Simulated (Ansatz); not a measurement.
Abridged output of a molecular run in Ansatz:

```
Functional definition: HF
1808 factors; integrals over basis functions are off by at most 1.1e-3 eV
mean field evaluation 1: about -19874.5934 eV, gradient 5.1e1 eV
mean field evaluation 2: about -19874.8442 eV, gradient 5.1e1 eV
mean field evaluation 4: about -19880.7459 eV, gradient 4.3e0 eV
mean field evaluation 8: about -19880.8297 eV, gradient 2.5e-1 eV
mean field evaluation 16: about -19880.8300 eV, gradient 1.9e-6 eV
mean field -19880.82998151 eV, -730.6070261098 hartree, gradient 1.9e-6 eV, S^2 0.000000; 0 other end points of the search recorded, 0 dependent functions left out
13 core orbitals not correlated: weight in the atoms' cores, before any rotation towards them, 1.000 or more for the frozen orbitals, at most 0.000 for the correlated occupied ones
reference -19880.82998151 eV, -730.6070261098 hartree; 16, 16 occupied and 288, 288 virtual orbitals, 1808 factors
second order -23.45629798 eV of doubles, -0.00000000 eV of singles
cycle   1  -24.43070217 eV  change   -9.7e-1 eV  update   9.8e-2
cycle   2  -25.03533605 eV  change   -6.0e-1 eV  update   2.9e-2
cycle   3  -25.12335496 eV  change   -8.8e-2 eV  update   1.2e-2
cycle   4  -25.11515964 eV  change    8.2e-3 eV  update   3.1e-3
cycle   5  -25.11505906 eV  change    1.0e-4 eV  update   1.3e-3
cycle   6  -25.11503403 eV  change    2.5e-5 eV  update   3.6e-4
cycle   7  -25.11486077 eV  change    1.7e-4 eV  update   1.3e-4
cycle   8  -25.11486190 eV  change   -1.1e-6 eV  update   4.9e-5
cycle   9  -25.11486757 eV  change   -5.7e-6 eV  update   1.9e-5
perturbative correction -0.94145767 eV, -0.0345979313 hartree
Total energy: -19906.88630675 eV, -731.5645784007 hartree
```

Its atoms:

Cartesian coordinates in Å:
```
C 1.896 -1.135 -0.136
Si 0.152 -0.688 -0.643
N 0.200 0.746 -1.614
Si -1.219 -0.072 1.166
N -1.508 1.622 0.953
H 1.895 -2.033 0.487
H 2.517 -1.340 -1.012
H 2.360 -0.324 0.430
H -0.420 -1.889 -1.335
H -0.663 1.255 -1.737
H 0.740 0.758 -2.466
H -0.572 -0.454 2.465
H -2.542 -0.759 1.163
H -0.723 2.198 0.688
H -2.114 2.116 1.590
```

Question: Which basis set was used?
A. def2-QZVPP
B. cc-pV(D+d)Z
C. def2-SVP
D. def2-TZVPP

Answer: D. It gives 317 functions.

Question: Write the keys of the input that set method, charge and spin (a neutral closed shell needs none for the last two).

Answer: 
```yaml
correlation: {method: ccsd_t}
```
